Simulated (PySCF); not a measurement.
C₄H₉FSi, SMILES FC1(C)C[SiH2]C1. Geometry optimised at PBE0-D3(BJ)/def2-SVP. The structure was generated by enumeration, and PubChem lists no compound with its InChIKey, so it may never have been made.

Computed equilibrium geometry at PBE0-D3(BJ)/def2-SVP (PySCF confirms it by a frequency run) as bond lengths and angles, and its point group:
point group Cs.
Atoms: C1 C2 F3 C4 Si5 C6 H7 H8 H9 H10 H11 H12 H13 H14 H15. Bond lengths (Å): C1–C2 1.515, C1–H7 1.100, C1–H8 1.100, C1–H9 1.100, C2–F3 1.386, C2–C4 1.545, C2–C6 1.545, C4–Si5 1.897, C4–H10 1.102, C4–H11 1.098, Si5–C6 1.897, Si5–H12 1.494, Si5–H13 1.493, C6–H14 1.098, C6–H15 1.102. Bond angles (°): C2–C1–H7 109.9, C2–C1–H8 109.9, C2–C1–H9 111.3, H7–C1–H8 108.7, H7–C1–H9 108.5, H8–C1–H9 108.5, C1–C2–F3 107.4, C1–C2–C4 112.8, C1–C2–C6 112.8, F3–C2–C4 111.7, F3–C2–C6 111.7, C4–C2–C6 100.5, C2–C4–Si5 87.4, C2–C4–H10 108.6, C2–C4–H11 116.4, Si5–C4–H10 109.1, Si5–C4–H11 124.3, H10–C4–H11 109.1, C4–Si5–C6 77.6, C4–Si5–H12 115.1, C4–Si5–H13 118.5, C6–Si5–H12 115.1, C6–Si5–H13 118.5, H12–Si5–H13 109.3, C2–C6–Si5 87.4, C2–C6–H14 116.4, C2–C6–H15 108.6, Si5–C6–H14 124.3, Si5–C6–H15 109.1, H14–C6–H15 109.1.
Charge 0, spin multiplicity 1.
